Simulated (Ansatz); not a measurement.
The cluster Y3. Charge 0, multiplicity 2. Geometry r2SCAN-D4/def2-TZVP; atoms count from 1.

```xyz
3

Y    -0.5839   -1.0413   -1.3981
Y    -1.0541    1.3681    0.6300
Y     1.6380   -0.3268    0.7681
```

In the def2 sets Y takes a core potential; there is no spin–orbit coupling. The charge 0 doublet is spin-contaminated (final ⟨S²⟩ up to 1.14, 0.75 for a pure state). The structure comes from a short search, and lower isomers may exist.

(1) Estimate the Mulliken populations from the PBE0/def2-TZVP orbitals of Ansatz.

(2) Where does the spin sit?

(3) And the Mayer bond orders between heavy atoms (over 0.3)?

## Answers

(1) 
| atom | charge (e) | spin (α − β) | d electrons |
| --- | --- | --- | --- |
| Y1 | 0.00 | 0.33 | 1.25 |
| Y2 | 0.00 | 0.33 | 1.25 |
| Y3 | 0.00 | 0.33 | 1.25 |
Mulliken values depend strongly on the basis.

(2) Summed by element: Y 1.00, of 1 unpaired in all. Largest on single atoms: Y2 0.33, Y3 0.33, Y1 0.33.

(3) Y1–Y2 1.51 (3.18 Å); Y1–Y3 1.51 (3.18 Å); Y2–Y3 1.51 (3.18 Å).
